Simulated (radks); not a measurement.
Problem. Ce IV, 55 electrons, occupied as [Xe] 5d0.5 6s0.5 (fractional occupations, a model configuration). Calculated with a radial shooting solver on a logarithmic mesh with Libxc functionals: scalar-relativistic Kohn-Sham, r2SCAN, spin-unpolarised, spherical densities, finite nucleus; meta-GGA in the generalised Kohn-Sham scheme; Fermi nuclear charge, rms radius 4.8771 fm. Some entries of the table are withheld. Estimate them.

orbital,occ.,eigenvalue (hartree),<r^2> (bohr^2)
1s,2,-1483.443,(1)
2s,2,-239.2886,(2)
2p,6,-214.3154,0.01042
3s,2,-52.82250,0.08841
3p,6,(3),0.08854
3d,10,-33.49654,0.07582
4s,2,-11.79166,0.4553
4p,6,(4),(5)
4d,10,-5.35201,0.6298
5s,2,-2.56941,2.441
5p,6,-1.87181,3.117
5d,0.5,(6),5.575
6s,0.5,-0.79281,12.46

Solution. 
(1) 1s <r^2> (bohr^2): 0.0008212
(2) 2s <r^2> (bohr^2): 0.01306
(3) 3p eigenvalue (hartree): -44.83505
(4) 4p eigenvalue (hartree): -9.15839
(5) 4p <r^2> (bohr^2): 0.5125
(6) 5d eigenvalue (hartree): -0.96028
